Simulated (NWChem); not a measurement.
Everything below was run with NWChem. System: benzothiadiazole (C$_{6}$H$_{4}$N$_{2}$S), charge 0, spin multiplicity 1, at a geometry optimised with PBE0/def2-SVP. Level: RHF/def2-SVP.

Input file:

```
start mol
memory heap 200 mb stack 900 mb global 1100 mb
geometry units angstroms nocenter noautoz
  C     -0.714953     0.000000     2.405422
  C      0.714953     0.000000     2.405422
  C      1.437995     0.000000     1.241687
  C      0.724234     0.000000     0.010739
  N      1.249138     0.000000    -1.215602
  S      0.000000     0.000000    -2.254460
  N     -1.249138     0.000000    -1.215602
  C     -0.724234     0.000000     0.010739
  C     -1.437995     0.000000     1.241687
  H     -1.238048     0.000000     3.364820
  H      1.238048     0.000000     3.364820
  H      2.528928     0.000000     1.232991
  H     -2.528928     0.000000     1.232991
  symmetry group C2v
end
basis spherical
  * library def2-svp
end
scf
  rhf
  nopen 0
  maxiter 100
  thresh 1e-7
  semidirect memsize 60000000 filesize 0
end
task scf energy
```

NWChem printed:

```
             Northwest Computational Chemistry Package (NWChem) 7.3.0
             --------------------------------------------------------

                                NWChem Input Module
                                -------------------

 Scaling coordinates for geometry "geometry" by  1.889725989
 (inverse scale =  0.529177249)

 Turning off AUTOSYM since
 SYMMETRY directive was detected!

                             Geometry "geometry" -> ""
                             -------------------------

 Output coordinates in angstroms (scale by  1.889725989 to convert to a.u.)

  No.       Tag          Charge          X              Y              Z
 ---- ---------------- ---------- -------------- -------------- --------------
    1 C                    6.0000    -0.71495300     0.00000000     2.40542200
    2 C                    6.0000     0.71495300     0.00000000     2.40542200
    3 C                    6.0000     1.43799500     0.00000000     1.24168700
    4 C                    6.0000     0.72423400     0.00000000     0.01073900
    5 N                    7.0000     1.24913800     0.00000000    -1.21560200
    6 S                   16.0000     0.00000000     0.00000000    -2.25446000
    7 N                    7.0000    -1.24913800     0.00000000    -1.21560200
    8 C                    6.0000    -0.72423400     0.00000000     0.01073900
    9 C                    6.0000    -1.43799500     0.00000000     1.24168700
   10 H                    1.0000    -1.23804800     0.00000000     3.36482000
   11 H                    1.0000     1.23804800     0.00000000     3.36482000
   12 H                    1.0000     2.52892800     0.00000000     1.23299100
   13 H                    1.0000    -2.52892800     0.00000000     1.23299100

 Effective nuclear repulsion energy (a.u.)     477.4790130023

            Nuclear Dipole moment (a.u.)
            ----------------------------
        X                 Y               Z
 ---------------- ---------------- ----------------
    -0.0000000000     0.0000000000     0.0000188973

      Symmetry information
      --------------------
[...]
  ----- ------------  ---------------      ----- ------------  ---------------
    82      0.428595   6 S  py               64     -0.334447   5 N  py
    96     -0.334447   7 N  py               36      0.290639   3 C  py
   124      0.290639   9 C  py               61      0.266668   5 N  py
    93      0.266668   7 N  py                8     -0.228304   1 C  py
    22     -0.228304   2 C  py               79      0.210849   6 S  py

 Vector   37  Occ=0.000000D+00  E= 1.503318D-01  Symmetry=a2
              MO Center= -5.8D-15,  1.4D-15,  1.1D+00, r^2= 4.3D+00
   Bfn.  Coefficient  Atom+Function         Bfn.  Coefficient  Atom+Function
  ----- ------------  ---------------      ----- ------------  ---------------
     8      0.556778   1 C  py               22     -0.556778   2 C  py
    50      0.465033   4 C  py              110     -0.465033   8 C  py
     5      0.276658   1 C  py               19     -0.276658   2 C  py
    47      0.265842   4 C  py              107     -0.265842   8 C  py
    64     -0.262899   5 N  py               96      0.262899   7 N  py

 Vector   38  Occ=0.000000D+00  E= 1.555597D-01  Symmetry=b2
              MO Center=  2.1D-15, -2.1D-16,  4.6D-01, r^2= 4.6D+00
   Bfn.  Coefficient  Atom+Function         Bfn.  Coefficient  Atom+Function
  ----- ------------  ---------------      ----- ------------  ---------------
    36      0.527207   3 C  py              124      0.527207   9 C  py
    50     -0.375289   4 C  py              110     -0.375289   8 C  py
    64      0.333714   5 N  py               96      0.333714   7 N  py
     8     -0.261156   1 C  py               22     -0.261156   2 C  py
    33      0.252109   3 C  py              121      0.252109   9 C  py

 center of mass
 --------------
 x =   0.00000000 y =   0.00000000 z =  -0.12599344

 moments of inertia (a.u.)
 ------------------
        1446.413793116677           0.000000000000           0.000000000000
           0.000000000000        1925.521611270347           0.000000000000
           0.000000000000           0.000000000000         479.107818153670

  Mulliken analysis of the total density
  --------------------------------------

    Atom       Charge   Shell Charges
 -----------   ------   -------------------------------------------------------
    1 C    6     6.03   1.99  0.89  0.25  2.01  0.86  0.04
    2 C    6     6.03   1.99  0.89  0.25  2.01  0.86  0.04
    3 C    6     6.01   1.99  0.89  0.32  2.02  0.74  0.04
    4 C    6     5.91   1.99  0.91  0.11  2.03  0.79  0.07
    5 N    7     7.46   1.99  1.04  0.64  2.27  1.49  0.04
    6 S   16    15.43   2.00  1.99  1.23  0.57  5.94  1.72  1.77  0.21
    7 N    7     7.46   1.99  1.04  0.64  2.27  1.49  0.04
    8 C    6     5.91   1.99  0.91  0.11  2.03  0.79  0.07
    9 C    6     6.01   1.99  0.89  0.32  2.02  0.74  0.04
   10 H    1     0.94   0.75  0.16  0.03
   11 H    1     0.94   0.75  0.16  0.03
   12 H    1     0.94   0.75  0.17  0.03
   13 H    1     0.94   0.75  0.17  0.03

       Multipole analysis of the density wrt the origin
       ------------------------------------------------

     L   x y z        total         open         nuclear
     -   - - -        -----         ----         -------
     0   0 0 0     -0.000000      0.000000     70.000000

     1   1 0 0     -0.000000      0.000000     -0.000000
     1   0 1 0     -0.000000      0.000000      0.000000
     1   0 0 1      0.859298      0.000000      0.000019

     2   2 0 0    -44.499559      0.000000    267.627513
     2   1 1 0     -0.000000      0.000000      0.000000
     2   1 0 1     -0.000000      0.000000      0.000000
     2   0 2 0    -45.727524      0.000000      0.000000
     2   0 1 1     -0.000000      0.000000      0.000000
     2   0 0 2    -38.345686      0.000000    770.025446

 Task  times  cpu:        3.9s     wall:        3.9s

 Total times  cpu:        3.9s     wall:        3.9s
```
